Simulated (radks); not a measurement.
Species: the tungsten ion W30+. Configuration: [Kr] 4d8.

All-electron calculation, non-relativistic Kohn-Sham, LDA (Slater exchange, Perdew-Wang correlation), spin-unpolarised, spherical densities, point nucleus; relativity is left out, which matters for an element this heavy. Program: a radial shooting solver on a logarithmic mesh with Libxc functionals.

Energy parts (eV):
| part | energy |
|---|---|
| total | -403555.45 |
| kinetic | 403448.48 |
| electron-nucleus | -909571.90 |
| Hartree | 109479.26 |
| exchange-correlation | -6911.30 |

Orbitals (lengths in bohr, moments of r in powers of bohr; <r^-3> diverges for s and p1/2; r(90%) holds 90 % of the orbital's charge):
orbital	occ.	eigenvalue (eV)	r(90%)	<r^-3>
1s	2	-64799.90	0.0364	-
2s	2	-11578.55	0.133	-
2p	6	-11145.62	0.118	14170
3s	2	-3488.097	0.318	-
3p	6	-3289.452	0.310	3071
3d	10	-2919.296	0.282	539.4
4s	2	-1452.603	0.637	-
4p	6	-1366.986	0.642	882.9
4d	8	-1212.586	0.647	146.0

The highest occupied level is 4d at -1212.6 eV. The electron density at the nucleus is 2.898e+05 e/bohr^3. The density falls to 0.001 e/bohr^3 at r = 1.21 bohr. For comparison, the ionisation energy in NIST's Atomic Spectra Database is 1230 eV (semi-empirical). In exact Kohn-Sham theory the highest level is minus the ionisation energy, but local and semilocal functionals leave it too shallow, through self-interaction and a potential that decays too fast; potentials with the right tail come closer. Summed over all electrons, <r^2> = 4.474 bohr^2, which gives a Langevin (diamagnetic) susceptibility term of -3.54 x 10^-6 cm^3/mol. Virial ratio -V/T = 2.00027.

Beside tabulated values, note that spin-unpolarised runs miss the spin-polarisation part of the exchange energy of open shells.
